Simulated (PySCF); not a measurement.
A series of related molecules.

All values: CAM-B3LYP/def2-SVPD (PySCF) at PBE0-D3(BJ)/def2-SVP geometries, gas phase, one conformer each. Core orbitals are frozen in the response; Δα² is half the sum of the squared differences of the principal polarisabilities. The calculation is non-relativistic, for germanium too.

Question: Rank by HOMO–LUMO gap, lowest first.
A. `C=C/C=C\CC(F)(F)F`
B. `[H]/N=C/C=C\C=C`
C. `FC(=C(F)/C=C\C=C)F`
D. `C=C/C=C\SC`
E. `C=C/C=C\COC`
F. `C=C/C=C\C#N`

Answer: C (6.95 eV), D (7.16 eV), B (7.34 eV), F (7.52 eV), E (7.95 eV), A (8.10 eV).

Question: Rank by mean static polarisability, highest first.
A. `C=C/C=C\SC`
B. `C=C/C=C\CC`
C. `C=C/C=C\N([SiH3])[SiH3]`
D. `C=C/C=C\C#N`
E. `C=C/C=C\C(F)=C(F)F`
F. `C=C/C=C\COC`

Answer: C (17.65 Å³), A (13.91 Å³), E (13.57 Å³), F (12.80 Å³), B (12.10 Å³), D (10.65 Å³).

Question: Rank by dipole moment, lowest first.
A. `[CH2:1]=[CH:2]/[CH:3]=[CH:4]\[CH2:5][CH:6]=[CH2:7]` with C1–C2–C3–C4 180°, C3–C4–C5–C6 -114°, C4–C5–C6–C7 -116°
B. `[H]/[N:6]=[CH:5]/[CH:4]=[CH:3]\[CH:2]=[CH2:1]` with C1–C2–C3–C4 180°, C3–C4–C5–N6 180°
C. `[CH2:1]=[CH:2]/[CH:3]=[CH:4]\[B:5]([Cl:6])[Cl:7]` with C1–C2–C3–C4 180°
D. `[CH2:1]=[CH:2]/[CH:3]=[CH:4]\[S@@:5]([CH3:6])=[O:7]` with C1–C2–C3–C4 -177°, C3–C4–S5–C6 111°
E. `[CH2:1]=[CH:2]/[CH:3]=[CH:4]\[C:5]([F:6])=[C:7]([F:8])[F:9]` with C1–C2–C3–C4 180°, C3–C4–C5–F6 -1°
F. `[CH2:1]=[CH:2]/[CH:3]=[CH:4]\[CH2:5][CH3:6]` with C1–C2–C3–C4 180°, C3–C4–C5–C6 114°

Answer: A (0.16 D), F (0.55 D), E (1.55 D), B (2.52 D), C (2.81 D), D (4.72 D).

All values together:

| SMILES | formula | μ (D) | HOMO (eV) | LUMO (eV) | α (Å³) | Δα (Å³) | electrons | α per electron (Å³) | ΔSCF removal energy (eV) |
| --- | --- | --- | --- | --- | --- | --- | --- | --- | --- |
| C=C/C=C\C#N | C5H5N | 4.39 | -8.66 | -1.14 | 10.65 | 9.47 | 42 | 0.253 | 9.45 |
| C=C/C=C\CC=C | C7H10 | 0.16 | -7.81 | 0.13 | 14.12 | 12.38 | 52 | 0.272 | 8.50 |
| C=C/C=C\[O][GeH3] | C4H8GeO | 1.31 | -7.25 | 0.52 | 13.30 | 8.42 | 72 | 0.185 | 7.96 |
| C=C/C=C\[S@@](C)=O | C5H8OS | 4.72 | -8.00 | -0.57 | 14.04 | 9.81 | 62 | 0.226 | 8.66 |
| C=C/C=C\COC | C6H10O | 1.29 | -7.81 | 0.14 | 12.80 | 9.78 | 54 | 0.237 | 8.55 |
| C=C/C=C\SC | C5H8S | 1.75 | -7.03 | 0.13 | 13.91 | 12.78 | 54 | 0.258 | 7.72 |
| C=C/C=C\CC(F)(F)F | C6H7F3 | 2.42 | -8.25 | -0.15 | 12.10 | 8.73 | 70 | 0.173 | 9.01 |
| [H]/N=C/C=C\C=C | C5H7N | 2.52 | -8.09 | -0.76 | 11.99 | 12.75 | 44 | 0.273 | 8.82 |
| C=C/C=C\B(Cl)Cl | C4H5BCl2 | 2.81 | -8.62 | -1.51 | 14.94 | 13.03 | 68 | 0.220 | 9.29 |
| C=C/C=C\N([SiH3])[SiH3] | C4H11NSi2 | 0.58 | -7.28 | 0.16 | 17.65 | 10.82 | 70 | 0.252 | 7.83 |
| C=C/C=C\C(F)=C(F)F | C6H5F3 | 1.55 | -7.61 | -0.66 | 13.57 | 15.51 | 68 | 0.200 | 8.32 |
| C=C/C=C\CC | C6H10 | 0.55 | -7.72 | 0.32 | 12.10 | 8.92 | 46 | 0.263 | 8.46 |

Conformers: `[CH2:1]=[CH:2]/[CH:3]=[CH:4]\[C:5]#[N:6]` with C1–C2–C3–C4 180°; `[CH2:1]=[CH:2]/[CH:3]=[CH:4]\[CH2:5][CH:6]=[CH2:7]` with C1–C2–C3–C4 180°, C3–C4–C5–C6 -114°, C4–C5–C6–C7 -116°; `[CH2:1]=[CH:2]/[CH:3]=[CH:4]\[O:5][GeH3:6]` with C1–C2–C3–C4 180°, C3–C4–O5–Ge6 9°; `[CH2:1]=[CH:2]/[CH:3]=[CH:4]\[S@@:5]([CH3:6])=[O:7]` with C1–C2–C3–C4 -177°, C3–C4–S5–C6 111°; `[CH2:1]=[CH:2]/[CH:3]=[CH:4]\[CH2:5][O:6][CH3:7]` with C1–C2–C3–C4 180°, C3–C4–C5–O6 -177°, C4–C5–O6–C7 180°; `[CH2:1]=[CH:2]/[CH:3]=[CH:4]\[S:5][CH3:6]` with C1–C2–C3–C4 180°, C3–C4–S5–C6 180°; `[CH2:1]=[CH:2]/[CH:3]=[CH:4]\[CH2:5][C:6]([F:7])([F:8])[F:9]` with C1–C2–C3–C4 180°, C3–C4–C5–C6 114°; `[H]/[N:6]=[CH:5]/[CH:4]=[CH:3]\[CH:2]=[CH2:1]` with C1–C2–C3–C4 180°, C3–C4–C5–N6 180°; `[CH2:1]=[CH:2]/[CH:3]=[CH:4]\[B:5]([Cl:6])[Cl:7]` with C1–C2–C3–C4 180°; `[CH2:1]=[CH:2]/[CH:3]=[CH:4]\[N:5]([SiH3:6])[SiH3:7]` with C1–C2–C3–C4 175°; `[CH2:1]=[CH:2]/[CH:3]=[CH:4]\[C:5]([F:6])=[C:7]([F:8])[F:9]` with C1–C2–C3–C4 180°, C3–C4–C5–F6 -1°; `[CH2:1]=[CH:2]/[CH:3]=[CH:4]\[CH2:5][CH3:6]` with C1–C2–C3–C4 180°, C3–C4–C5–C6 114°.

By how much does the ΔSCF value exceed −ε(HOMO) over the species that have both?

By 0.56 to 0.80 eV, 0.71 eV on average, over 12 species.
